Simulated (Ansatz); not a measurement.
C$_{5}$H$_{5}$F$_{3}$, SMILES `FC1=CC[C@H](F)[C@H]1F`. Total charge 0; spin multiplicity 1. The geometry is a stationary point of PBE0-D4/def2-TZVP.

```xyz
13

F    -0.357    1.264    2.291
C    -0.172    0.729    1.091
C    -0.187    1.370   -0.067
C     0.070    0.425   -1.197
C     0.079   -0.959   -0.536
F    -1.075   -1.643   -0.877
C     0.091   -0.730    0.977
F     1.329   -1.050    1.515
H    -0.350    2.434   -0.184
H    -0.716    0.448   -1.957
H     1.014    0.644   -1.705
H     0.930   -1.578   -0.827
H    -0.655   -1.355    1.476
```

What is the dipole moment at B3LYP/def2-TZVPP? (Estimate.)

Ansatz gave: 2.08 D, with components (0.06, 0.97, -1.84) D in this frame, pointing from negative to positive charge.

And with PBE, r2SCAN, ωB97M-V? (Estimate.)

The calculation gave: PBE 1.92 D, r2SCAN 2.00 D, ωB97M-V 2.05 D.

Give the Mulliken charges with B3LYP, r2SCAN, PBE in def2-TZVPP. (An estimate is asked.)

Computed: 
```json
{"atom": "F1", "B3LYP": "-0.19", "r2SCAN": "-0.19", "PBE": "-0.15"}
{"atom": "C2", "B3LYP": "0.18", "r2SCAN": "0.17", "PBE": "0.14"}
{"atom": "C3", "B3LYP": "-0.18", "r2SCAN": "-0.18", "PBE": "-0.17"}
{"atom": "C4", "B3LYP": "-0.09", "r2SCAN": "0.02", "PBE": "-0.06"}
{"atom": "C5", "B3LYP": "0.15", "r2SCAN": "0.18", "PBE": "0.11"}
{"atom": "F6", "B3LYP": "-0.24", "r2SCAN": "-0.24", "PBE": "-0.20"}
{"atom": "C7", "B3LYP": "0.17", "r2SCAN": "0.23", "PBE": "0.15"}
{"atom": "F8", "B3LYP": "-0.24", "r2SCAN": "-0.23", "PBE": "-0.19"}
{"atom": "H9", "B3LYP": "0.12", "r2SCAN": "0.10", "PBE": "0.10"}
{"atom": "H10", "B3LYP": "0.09", "r2SCAN": "0.05", "PBE": "0.08"}
{"atom": "H11", "B3LYP": "0.08", "r2SCAN": "0.04", "PBE": "0.07"}
{"atom": "H12", "B3LYP": "0.07", "r2SCAN": "0.03", "PBE": "0.05"}
{"atom": "H13", "B3LYP": "0.07", "r2SCAN": "0.04", "PBE": "0.05"}
```

B3LYP here is the variant with VWN-RPA as its local correlation; programs differ in this.
